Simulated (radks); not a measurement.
The lanthanum ion La2+, configuration [Xe] 5f1 (not the ground configuration). All-electron calculation, scalar-relativistic Kohn-Sham, PBE, spin-polarised, spherical densities, finite nucleus; open shells are filled with parallel spins first (spin-orbit coupling, left out, can overturn this in heavy ions); Fermi nuclear charge, rms radius 4.855 fm. Program: a radial shooting solver on a logarithmic mesh with Libxc functionals.

Radial electron density D(r) = 4 pi r^2 rho(r):

```
   r/bohr * D(r) (the largest magnitude, 97.4, reaches the edge; | marks zero)
 0.004978 |                *
 0.005842 |                    *
 0.006801 |                        *
 0.007981 |                            *
 0.009365 |                                *
  0.01099 |                                    *
  0.01279 |                                       *
  0.01501 |                                         *
  0.01762 |                                         *
  0.02068 |                                         *
  0.02407 |                                       *
  0.02825 |                                     *
  0.03315 |                                    *
   0.0389 |                                     *
  0.04529 |                                        *
  0.05315 |                                             *
  0.06237 |                                                   *
   0.0726 |                                                      *
   0.0852 |                                                      *
  0.09999 |                                                 *
   0.1173 |                                           *
   0.1366 |                                        *
   0.1603 |                                        *
   0.1881 |                                            *
   0.2208 |                                               *
    0.257 |                                           *
   0.3016 |                                 *
   0.3539 |                      *
    0.412 |                *
   0.4835 |                *
   0.5674 |                  *
   0.6658 |                  *
   0.7751 |              *
   0.9096 |         *
    1.067 |      *
    1.253 |    *
    1.458 |   *
    1.711 |   *
    2.008 | *
    2.357 |*
    2.744 |*
     3.22 *
    3.778 *
    4.399 *
    5.162 *
    6.057 *
    7.108 *
    8.275 *
    9.711 *
     11.4 *
    13.37 *
    15.57 *
```

D(r) has 5 maxima, at r = 0.0175, 0.0774, 0.219, 0.610, 5.24 bohr, and minima at 0.0337, 0.144, 0.446, 4.13 bohr, inside which lie 1.96, 11.18, 28.93, 54.19 electrons.
